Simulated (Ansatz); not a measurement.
Basis-set extrapolation for C$_{3}$H$_{8}$ClNSi, SMILES `C=CCN[SiH2]Cl` (PBE0-D4/def2-TZVP geometry, frozen core, Ansatz 0.2.0). Multiplicity 1, RHF reference.

```json
{"": "HF", "def2-TZVPP": "-921.291526", "def2-QZVPP": "-921.321649"}
{"": "MP2 correlation", "def2-TZVPP": "-1.016317", "def2-QZVPP": "-1.092128"}
{"": "CCSD(T) correlation", "def2-TZVPP": "-1.124580", "def2-QZVPP": "not run"}
```

Energies in hartree. Use E(X) = E(∞) + A·exp(−7.88·√X) for Hartree–Fock and E(X) = E(∞) + B·X^(−2.97) for correlation, with X = 3 and 4, and add CCSD(T) minus MP2 of the smaller set to the MP2 limit.

**Question.** What is the CCSD(T) energy at the basis-set limit?

**Answer.** HF limit: -921.321649 + (-0.030123) × 0.13774 = -921.32580. MP2 limit: -1.092128 + (-0.075811) × 0.74074 = -1.14828. Higher-order term: -1.124580 − (-1.016317) = -0.10826. Total: -922.58234 hartree, 436.4 kJ/mol below CCSD(T)/def2-TZVPP.
